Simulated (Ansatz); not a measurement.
`[Cl][GeH]([Cl])[SeH]` + H₂ → `[Cl][GeH2][SeH]` + HCl  (hydrogenolysis of a Ge–Cl bond)

Computed with Ansatz on PBE0-D4/def2-TZVP structures; ΔE is electronic, products minus reactants. CBS: MP2 limit from def2 TZ/QZ plus the TZ coupled-cluster correction, frozen cores. This one scheme is used for every species. DFT in def2-TZVPP. B3LYP here is the variant with VWN-RPA as its local correlation; programs differ in this. For Ge, Se outer-core shells are correlated without core-valence functions, which leaves a few kJ/mol of doubt a bond. Scalar relativity is left out up to krypton. Each species was taken in one conformer, which may not be the lowest.

```json
{"level": "LDA (SPW92)", "ΔE (kcal/mol)": "12.9", "difference from CCSD(T)/CBS": "-0.7"}
{"level": "revPBE-D4", "ΔE (kcal/mol)": "15.6", "difference from CCSD(T)/CBS": "2.0"}
{"level": "r2SCAN-D4", "ΔE (kcal/mol)": "15.2", "difference from CCSD(T)/CBS": "1.6"}
{"level": "B97M-V", "ΔE (kcal/mol)": "13.4", "difference from CCSD(T)/CBS": "-0.2"}
{"level": "B3LYP-D4", "ΔE (kcal/mol)": "14.4", "difference from CCSD(T)/CBS": "0.8"}
{"level": "BHLYP-D4", "ΔE (kcal/mol)": "13.8", "difference from CCSD(T)/CBS": "0.2"}
{"level": "B2PLYP", "ΔE (kcal/mol)": "13.4", "difference from CCSD(T)/CBS": "-0.2"}
{"level": "PBE", "ΔE (kcal/mol)": "13.3", "difference from CCSD(T)/CBS": "-0.3"}
{"level": "r2SCAN", "ΔE (kcal/mol)": "14.9", "difference from CCSD(T)/CBS": "1.3"}
{"level": "RPA@PBE/def2-TZVPP", "ΔE (kcal/mol)": "12.1", "difference from CCSD(T)/CBS": "-1.5"}
{"level": "CCSD/def2-SVP", "ΔE (kcal/mol)": "10.8", "difference from CCSD(T)/CBS": "-2.8"}
{"level": "SCS-MP2/def2-TZVPP", "ΔE (kcal/mol)": "14.0", "difference from CCSD(T)/CBS": "0.4"}
{"level": "CCSD/def2-TZVPP", "ΔE (kcal/mol)": "11.8", "difference from CCSD(T)/CBS": "-1.8"}
{"level": "HF/def2-QZVPP", "ΔE (kcal/mol)": "10.2", "difference from CCSD(T)/CBS": "-3.4"}
{"level": "MP2/CBS(def2)", "ΔE (kcal/mol)": "16.0", "difference from CCSD(T)/CBS": "2.4"}
{"level": "CCSD/CBS(def2)", "ΔE (kcal/mol)": "12.4", "difference from CCSD(T)/CBS": "-1.2"}
{"level": "CCSD(T)/CBS", "ΔE (kcal/mol)": "13.6", "difference from CCSD(T)/CBS": "0"}
```

Largest T1 diagnostic among the species: 0.009.

In def2-TZVPP, CCSD(T) changes the Hartree–Fock value by +2.6 kcal/mol (the triples alone add +1.2 kcal/mol) and MP2 by +5.1 kcal/mol. From BLYP to BHLYP (50 % exact exchange), in def2-TZVPP and without D4, ΔE moves by −1.0 kcal/mol.
